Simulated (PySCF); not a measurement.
# What a mistake does to a calculation on AlC2H6N

All numbers below are calculated, not measured. The program is PySCF 2.14.0, an open-source quantum chemistry code, run on an isolated molecule that a program drew, which may never have been made. The molecule is AlC2H6N (charge 0, singlet), drawn as the SMILES string `C[N](C)[Al]`.

Each row is a Hartree-Fock (HF) and frozen-core CCSD(T) single point in the cc-pV(D+d)Z basis, meant for a local HF minimum. Run 1 is clean. Each other run has one planted mistake out of seven kinds, and not every kind appears here: one electron removed, one electron added, multiplicity raised by two, geometry at a saddle point, minimal basis STO-3G, one bond length entered in bohr, all coordinates scaled. The reference is restricted for singlets and unrestricted otherwise, and also for a bond in bohr. Adding or removing an electron swaps singlet and doublet. Electrons count all cores. HOMO and LUMO are orbital energies over both spins, the gradient is its largest component, and the lowest frequency (negative if imaginary) is given only where the gradient is small. Bond lengths are over the 9 bonds as drawn. T1 is the CCSD diagnostic: over 0.02 (restricted) or 0.045 (unrestricted) a single reference is doubtful.

Geometry of the clean run:
```xyz
10
AlC2H6N, angstrom
C    -0.4075    0.5850   -1.7595
N    -0.8142   -0.8039   -1.7745
C    -1.6894   -1.1419   -0.6725
Al   -0.2871   -1.9860   -3.0307
H     0.1401    0.8424   -0.8440
H     0.2522    0.8054   -2.6050
H    -1.2660    1.2648   -1.8310
H    -1.2085   -0.9747    0.2997
H    -2.6146   -0.5519   -0.6873
H    -1.9770   -2.1975   -0.7149
```

```
run,electrons,basis functions,<S^2>,HOMO (eV),LUMO (eV),gradient (hartree/bohr),lowest frequency (cm^-1),mean bond (Å),longest bond (Å),T1,HF (hartree),CCSD(T) (hartree),mistake
1,38,95,0.000,-8.05,1.53,2.2e-05,188,1.2531,1.804,0.0148,-375.60073,-376.17798,no fault
2,38,95,0.000,-7.78,1.73,7.4e-02,-,1.1553,1.663,0.0127,-375.53177,-376.09314,all coordinates scaled
3,38,30,0.000,-4.63,9.97,2.4e-02,-,1.2531,1.804,0.0123,-371.04169,-371.27418,minimal basis STO-3G
4,37,95,0.759,-14.55,-6.53,2.8e-02,-,1.2531,1.804,0.0208,-375.33400,-375.88013,?
```

**Which mistake was planted in run 4, and what did it cost?**

It counts 37 electrons, one fewer than the clean run, at the same geometry and basis. So the mistake is: one electron removed. Subtracting run 1 and multiplying by 627.51 kcal/mol a hartree, the energy moved by 167.4 kcal/mol in HF and 186.9 kcal/mol in CCSD(T).

